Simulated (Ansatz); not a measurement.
`CO[Si](C)(N)F` and `CO[Si](C)(N)O` differ in one atom or group.

Ansatz, PBE0-D4/def2-TZVP geometries, multiplicity 1. Each molecule was computed in one conformer, which needn't be the lowest.

| property | `CO[Si](C)(N)F` |
| --- | --- |
| HOMO–LUMO gap (PBE0/def2-TZVPP) / eV | 8.48 |
| HOMO–LUMO gap (B3LYP/def2-TZVPP) / eV | 7.87 |
| HOMO energy (PBE0/def2-TZVPP) / eV | -7.63 |
| LUMO energy (PBE/def2-TZVPP) / eV | 0.04 |
| HOMO–LUMO gap (PBE/def2-TZVPP) / eV | 6.18 |
| size of the dipole moment (PBE/def2-TZVPP) / D | 1.99 |

Problem. What does the change do to each property? (Estimate.)

Solution. Ansatz gave: 
```tsv
property	`CO[Si](C)(N)O`	shift
HOMO–LUMO gap (PBE0/def2-TZVPP) / eV	8.35	-0.13
HOMO–LUMO gap (B3LYP/def2-TZVPP) / eV	7.74	-0.13
HOMO energy (PBE0/def2-TZVPP) / eV	-7.52	0.11
LUMO energy (PBE/def2-TZVPP) / eV	0.01	-0.03
HOMO–LUMO gap (PBE/def2-TZVPP) / eV	6.04	-0.14
size of the dipole moment (PBE/def2-TZVPP) / D	1.12	-0.87
```

Dipoles are sizes alone; their direction can turn.

B3LYP here is the variant with VWN-RPA as its local correlation; programs differ in this.
